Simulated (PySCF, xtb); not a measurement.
C2H9FSi3, SMILES [Si@H]1([SiH3])[SiH2]C[C@@H]1F.

GFN2-xTB run with xtb 6.7.1 at its own geometry gives an orbital gap of 3.33 eV and a dipole moment of 2.87 D.

The structure is a stationary point at B3LYP-D3(BJ)/def2-SVP. The structure was generated by enumeration; whether it is a known compound was not checked.

Task: What does PBE/def2-TZVP run with PySCF give? (An estimate is asked for; the answer gives what the named calculation found.)

Result: gap 4.97 eV (levels -6.40 and -1.43 eV), dipole 1.32 D.
